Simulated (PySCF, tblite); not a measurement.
Isomers of C5H12O2Si, one GFN2-xTB conformer each. Single-point energies are computed at PBE0/pcSseg-1 (PySCF, gas phase, no added dispersion term), electronic only.

Question: Rank them by PBE0/pcSseg-1 energy, lowest first (kJ/mol).
A. `[CH3:1][C@@H:2]1[SiH2:3][O:4][C@:5]1([CH3:6])[CH2:7][OH:8]` with O4–C5–C7–O8 -48°, C5–C7–O8–H 55°
B. `[CH3:1][CH2:2][O:3][CH2:4][SiH:5]1[CH2:6][O:7][CH2:8]1` with C1–C2–O3–C4 72°, C2–O3–C4–Si5 173°, O3–C4–Si5–C6 175°
C. `[CH3:1][CH2:2][C@H:3]([SiH3:4])[CH2:5][O:6][CH:7]=[O:8]` with C1–C2–C3–Si4 -168°, C2–C3–C5–O6 83°, C3–C5–O6–C7 -110°, C5–O6–C7–O8 -3°

Answer: A (0.0), C (32.4), B (199.6).

As drawn, the lowest has an O–H bond and an Si–O bond, which the highest lacks. GFN2-xTB itself gives, in the same order: 0.0, 77.3, 249.6. Both levels put the same isomer lowest; measured from each level's own lowest isomer, the values differ by up to 50.0 kJ/mol (CCOC[SiH]1COC1: 249.6 against 199.6).

Which frontier levels, dipoles and rotational constants go with these structures?

```csv
SMILES,"HOMO (eV, PBE0/pcSseg-1)",LUMO (eV),dipole (D),"A, B, C (MHz)"
C[C@@H]1[SiH2]O[C@]1(C)CO,-7.54,-0.13,1.50,"1908, 1648, 1510"
CC[C@H]([SiH3])COC=O,-8.19,0.15,1.55,"1841, 1374, 912.9"
CCOC[SiH]1COC1,-6.93,0.41,3.27,"4673, 683.2, 663.2"
```

What happens when harmonic zero-point energies from GFN2-xTB frequencies are added?

```
                   SMILES  ZPE (kJ/mol)  electronic (kJ/mol)  with ZPE (kJ/mol)
C[C@@H]1[SiH2]O[C@]1(C)CO         425.5                  0.0                0.0
     CC[C@H]([SiH3])COC=O         415.4                 32.4               22.4
           CCOC[SiH]1COC1         423.0                199.6              197.1
```

The zero-point energies span 10.1 kJ/mol. The order is unchanged.
